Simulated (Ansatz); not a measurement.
A structure relaxed at r2SCAN-D4/def2-SVP in Ansatz, charge -1, singlet:

Cartesian coordinates in Å:
```
In -3.038 -1.311 -2.048
N -1.318 -1.805 -3.455
In -3.614 0.611 0.720
N -2.941 -0.246 2.675
N -2.000 -0.069 -0.595
In -0.552 -1.235 0.512
In 0.701 -1.044 -2.983
N 1.064 -1.691 -0.953
In -1.066 0.633 3.524
N 0.402 -0.048 2.048
In 1.760 -1.267 3.231
In 3.044 -1.023 -0.405
N 3.329 -1.762 1.657
In -1.218 1.681 -1.524
N 0.496 1.079 -2.746
N -0.219 2.706 0.177
In 1.387 1.705 1.342
In 2.376 2.090 -2.177
N 2.772 1.100 -0.242
H -3.466 -2.879 -1.422
H -4.054 -0.337 -3.086
H -1.264 -2.824 -3.542
H -1.578 -1.485 -4.392
H -5.109 -0.211 0.328
H -3.510 2.342 0.955
H -2.852 -1.265 2.602
H -3.693 -0.102 3.357
H -1.165 -2.771 1.081
H 1.798 -1.629 -4.204
H 1.101 -2.718 -0.978
H -0.812 -0.174 5.056
H -1.304 2.362 3.384
H 1.109 -2.838 3.611
H 2.688 -0.276 4.332
H 4.370 -1.606 -1.375
H 3.431 -2.781 1.621
H 4.234 -1.430 2.002
H -2.222 2.798 -2.402
H 0.302 1.460 -3.682
H -0.963 2.926 0.851
H 0.129 3.613 -0.147
H 2.156 2.837 2.415
H 3.625 1.618 -3.308
H 1.999 3.772 -1.849
H 3.681 1.491 0.036
```

(1) Give its formula and point group.

(2) Summarise the bond lengths by kind (pairs closer than 1.2 times the sum of covalent radii, bridged metal pairs left out).

## Answers

(1) In10N9H26⁻, a nanocrystal cut from wurtzite InN (hydrogen-capped). Point group Cs (tolerance 0.1 Å).

(2) 25 × In–N 2.13 to 2.28 Å; 15 × H–In 1.74 to 1.75 Å; 11 × H–N 1.02 to 1.03 Å.

In the def2 sets In takes a core potential; there is no spin–orbit coupling. Single mean-field runs in def2-SVP are fitted with def2-universal-jkfit.
